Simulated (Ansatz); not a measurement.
Ansatz (an electronic-structure program) job for 1,3-thiazol-4-ylsilane (C₃H₅NSSi), SMILES c1([SiH3])cscn1, PBE-D3(BJ)/def2-SVP. 

Ansatz 0.2 input:
```yaml
crystal:
  periodic: [false, false, false]
  atoms:
    - {symbol: Si, position_ang: [0.08426874, -2.39444684, -0.00000000]}
    - {symbol: C, position_ang: [-0.01745784, -0.51698416, 0.00000001]}
    - {symbol: C, position_ang: [1.04727948, 0.36007764, -0.00000000]}
    - {symbol: S, position_ang: [0.49086733, 1.99332399, -0.00000000]}
    - {symbol: C, position_ang: [-1.14728113, 1.39241649, -0.00000000]}
    - {symbol: N, position_ang: [-1.25942033, 0.09760358, -0.00000000]}
    - {symbol: H, position_ang: [1.52128194, -2.78369136, -0.00000000]}
    - {symbol: H, position_ang: [-0.57740856, -2.95027186, -1.21006942]}
    - {symbol: H, position_ang: [-0.57740856, -2.95027186, 1.21006941]}
    - {symbol: H, position_ang: [2.11202145, 0.13184288, 0.00000000]}
    - {symbol: H, position_ang: [-1.99142675, 2.08517913, 0.00000000]}
basis:
  gaussian:
    orbitals: def2-SVP
hamiltonian:
  xc: pbe
  dispersion: d3bj
relax: {f_tol: 0.002, max_steps: 200}
```

Output:

```
WARN ansatz: RAYON_NUM_THREADS=1 ignored (pool sized by the plan → 1); use --threads N
Functional definition: PBE
integrals: 0.06 GiB planned
1337 factors; their error is unknown
mean field: 0.35 GiB planned
mean field evaluation 1: about -23357.6740 eV, gradient 7.1e1 eV
mean field evaluation 2: about -23261.5379 eV, gradient 1.9e2 eV
mean field evaluation 4: about -23369.4355 eV, gradient 2.8e1 eV
mean field evaluation 8: about -23371.1815 eV, gradient 2.8e-1 eV
mean field evaluation 16: about -23371.0840 eV, gradient 2.0e-3 eV
mean field -23371.08399796 eV, -858.8714954351 hartree, gradient 5.2e-5 eV, S^2 0.000000; 0 other end points of the search recorded, 0 dependent functions left out
the calculation of the forces begins
reference -23371.08403417 eV, -858.8714967659 hartree; 30, 30 occupied and 87, 87 virtual orbitals, 1337 factors
relax step   1: F+E_penalty+E_count = -23371.40120178 eV  Δ(F+E_penalty+E_count) = +0.000e0 eV  max|allowed force component| = 4.113e-1 eV/Å  Δτ_max = 0.0000 Å  (33 SCF iters, accepted)
these checks for a lower state are left out or cut short: starts, cluster_reference, orbital_swaps, neighbouring_geometries, increment
integrals: 0.06 GiB planned
1337 factors; their error is unknown
mean field: 0.35 GiB planned
mean field -23371.09719355 eV, -858.8719803645 hartree, gradient 8.1e-6 eV, S^2 0.000000; 0 other end points of the search recorded, 0 dependent functions left out
the calculation of the forces begins
reference -23371.09722988 eV, -858.8719816994 hartree; 30, 30 occupied and 87, 87 virtual orbitals, 1337 factors
relax step   2: F+E_penalty+E_count = -23371.41398993 eV  Δ(F+E_penalty+E_count) = -1.279e-2 eV  max|allowed force component| = 1.322e-1 eV/Å  Δτ_max = 0.0137 Å  (37 SCF iters, accepted)
these checks for a lower state are left out or cut short: starts, cluster_reference, orbital_swaps, neighbouring_geometries, increment
integrals: 0.06 GiB planned
1337 factors; their error is unknown
mean field: 0.35 GiB planned
mean field evaluation 32: about -23371.0985 eV, gradient 2.8e-1 eV
mean field -23371.09863521 eV, -858.8720333445 hartree, gradient 8.2e-6 eV, S^2 0.000000; 0 other end points of the search recorded, 0 dependent functions left out
the calculation of the forces begins
reference -23371.09867159 eV, -858.8720346813 hartree; 30, 30 occupied and 87, 87 virtual orbitals, 1337 factors
relax step   3: F+E_penalty+E_count = -23371.41526687 eV  Δ(F+E_penalty+E_count) = -1.277e-3 eV  max|allowed force component| = 3.941e-2 eV/Å  Δτ_max = 0.0052 Å  (37 SCF iters, accepted)
these checks for a lower state are left out or cut short: starts, cluster_reference, orbital_swaps, neighbouring_geometries, increment
integrals: 0.06 GiB planned
1337 factors; their error is unknown
mean field: 0.35 GiB planned
mean field -23371.09866914 eV, -858.8720345911 hartree, gradient 2.5e-5 eV, S^2 0.000000; 0 other end points of the search recorded, 0 dependent functions left out
the calculation of the forces begins
reference -23371.09870552 eV, -858.8720359281 hartree; 30, 30 occupied and 87, 87 virtual orbitals, 1337 factors
relax step   4: F+E_penalty+E_count = -23371.41530636 eV  Δ(F+E_penalty+E_count) = -3.949e-5 eV  max|allowed force component| = 1.698e-2 eV/Å  Δτ_max = 0.0012 Å  (25 SCF iters, accepted)
these checks for a lower state are left out or cut short: starts, cluster_reference, orbital_swaps, neighbouring_geometries, increment
integrals: 0.06 GiB planned
1337 factors; their error is unknown
mean field: 0.35 GiB planned
mean field -23371.09867740 eV, -858.8720348949 hartree, gradient 2.3e-5 eV, S^2 0.000000; 0 other end points of the search recorded, 0 dependent functions left out
the calculation of the forces begins
reference -23371.09871379 eV, -858.8720362319 hartree; 30, 30 occupied and 87, 87 virtual orbitals, 1337 factors
relax step   5: F+E_penalty+E_count = -23371.41531931 eV  Δ(F+E_penalty+E_count) = -1.295e-5 eV  max|allowed force component| = 3.391e-3 eV/Å  Δτ_max = 0.0015 Å  (25 SCF iters, accepted)
these checks for a lower state are left out or cut short: starts, cluster_reference, orbital_swaps, neighbouring_geometries, increment
integrals: 0.06 GiB planned
1337 factors; their error is unknown
mean field: 0.35 GiB planned
mean field -23371.09866993 eV, -858.8720346203 hartree, gradient 7.8e-5 eV, S^2 0.000000; 0 other end points of the search recorded, 0 dependent functions left out
the calculation of the forces begins
reference -23371.09870631 eV, -858.8720359574 hartree; 30, 30 occupied and 87, 87 virtual orbitals, 1337 factors
relax step   6: F+E_penalty+E_count = -23371.41532158 eV  Δ(F+E_penalty+E_count) = -2.270e-6 eV  max|allowed force component| = 2.889e-3 eV/Å  Δτ_max = 0.0014 Å  (22 SCF iters, accepted)
these checks for a lower state are left out or cut short: starts, cluster_reference, orbital_swaps, neighbouring_geometries, increment
integrals: 0.06 GiB planned
1337 factors; their error is unknown
mean field: 0.35 GiB planned
mean field -23371.09867032 eV, -858.8720346345 hartree, gradient 2.2e-5 eV, S^2 0.000000; 0 other end points of the search recorded, 0 dependent functions left out
the calculation of the forces begins
reference -23371.09870670 eV, -858.8720359716 hartree; 30, 30 occupied and 87, 87 virtual orbitals, 1337 factors
relax step   7: F+E_penalty+E_count = -23371.41532183 eV  Δ(F+E_penalty+E_count) = -2.437e-7 eV  max|allowed force component| = 6.329e-4 eV/Å  Δτ_max = 0.0002 Å  (20 SCF iters, accepted)
integrals: 0.06 GiB planned
1337 factors; their error is unknown
mean field: 0.35 GiB planned
mean field evaluation 64: about -23357.8370 eV, gradient 7.0e1 eV
mean field -23371.09867032 eV, -858.8720346345 hartree, gradient 2.4e-5 eV, S^2 0.000000; 1 other end points of the search recorded, 0 dependent functions left out
the calculation of the forces begins
reference -23371.09870670 eV, -858.8720359716 hartree; 30, 30 occupied and 87, 87 virtual orbitals, 1337 factors
Total energy: -23371.41535821 eV, -858.8836727000 hartree
Atom 0 at     0.084734    -2.398090    -0.000000 Å, force     0.000057     0.000120    -0.000000 eV/Å
Atom 1 at    -0.023541    -0.515973    -0.000000 Å, force    -0.000391     0.000458     0.000000 eV/Å
Atom 2 at     1.050358     0.363039    -0.000000 Å, force     0.000241     0.000336     0.000000 eV/Å
Atom 3 at     0.495684     2.001642     0.000000 Å, force     0.000223    -0.000450     0.000000 eV/Å
Atom 4 at    -1.152236     1.399502     0.000000 Å, force     0.000022    -0.000633    -0.000000 eV/Å
Atom 5 at    -1.265496     0.098082    -0.000000 Å, force    -0.000350     0.000041    -0.000000 eV/Å
Atom 6 at     1.537752    -2.788611    -0.000000 Å, force     0.000045    -0.000072    -0.000000 eV/Å
Atom 7 at    -0.582347    -2.963762    -1.222217 Å, force     0.000014     0.000096     0.000012 eV/Å
Atom 8 at    -0.582347    -2.963762     1.222217 Å, force     0.000014     0.000096    -0.000012 eV/Å
Atom 9 at     2.122634     0.131140     0.000000 Å, force     0.000131    -0.000044    -0.000000 eV/Å
Atom 10 at    -1.999880     2.101572    -0.000000 Å, force    -0.000007     0.000053    -0.000000 eV/Å
Dipole moment:     0.239182     0.249792     0.000000 e Å
```

The run converged.

Cost: very roughly 22 core-seconds.
